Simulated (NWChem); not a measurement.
# C$_{2}$H$_{4}$BFO$_{2}$; SMILES CB(F)OC=O

```xyz
10

C     -1.5557     0.7009     0.0000
B     -0.0013     0.8559     0.0000
F      0.5767     2.0538     0.0000
O      0.9391    -0.1747     0.0000
C      0.6701    -1.5064     0.0000
O     -0.4155    -2.0209     0.0000
H     -1.8927     0.1262    -0.8708
H     -2.0544     1.6745     0.0000
H     -1.8927     0.1262     0.8708
H      1.6194    -2.0619     0.0000
```
Atoms are numbered in this order, from 1.

Computed with NWChem. Geometry: optimised at B3LYP/6-31G* (spherical d). Atomic charges in e: unrestrained fits to the electrostatic potential beside Mulliken populations; buried atoms are poorly determined by the fit.

Q: Predict the results for B3LYP/def2-SVP. Quantities: ESP C1; Mulliken C1; ESP B2; Mulliken B2; ESP F3; Mulliken F3; ESP O4; Mulliken O4; ESP C5; Mulliken C5; relative RMS misfit of the potential (%).

A: 
```json
{
  "ESP C1": "-0.43",
  "Mulliken C1": "-0.09",
  "ESP B2": "0.79",
  "Mulliken B2": "0.13",
  "ESP F3": "-0.33",
  "Mulliken F3": "-0.09",
  "ESP O4": "-0.52",
  "Mulliken O4": "-0.18",
  "ESP C5": "0.67",
  "Mulliken C5": "0.28",
  "relative RMS misfit of the potential (%)": "25"
}
```
